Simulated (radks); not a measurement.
Task: These are the eigenvalues of the occupied orbitals of an atom or ion with whole-number occupations (eV). Method: non-relativistic Kohn-Sham, PBE, spin-polarised, spherical densities, point nucleus; computed with a radial shooting solver on a logarithmic mesh with Libxc functionals.

| orbital | eigenvalue |
|---|---|
| 1s up | -3177.521 |
| 1s down | -3176.968 |
| 2s up | -362.7639 |
| 2s down | -362.2392 |
| 2p up | -298.2506 |
| 2p down | -297.5156 |
| 3s up | -82.7824 |
| 3s down | -79.1048 |
| 3p up | -66.9146 |

Which element is it, and in what charge state? The configuration may be excited. Open shells, if any, are filled with parallel spins first.

Result: Z = 18, argon, charge +4: Ar4+ in [Ne] 3s2 3p2. The list shows which subshells hold electrons but not how many an open one holds; the 1s level, -116.77 hartree, gives Z - s = 15.3 by -(Z - s)^2/2, which with screening narrows Z to a few neighbours, and the depths of the outer levels then fix element, charge and occupations together.
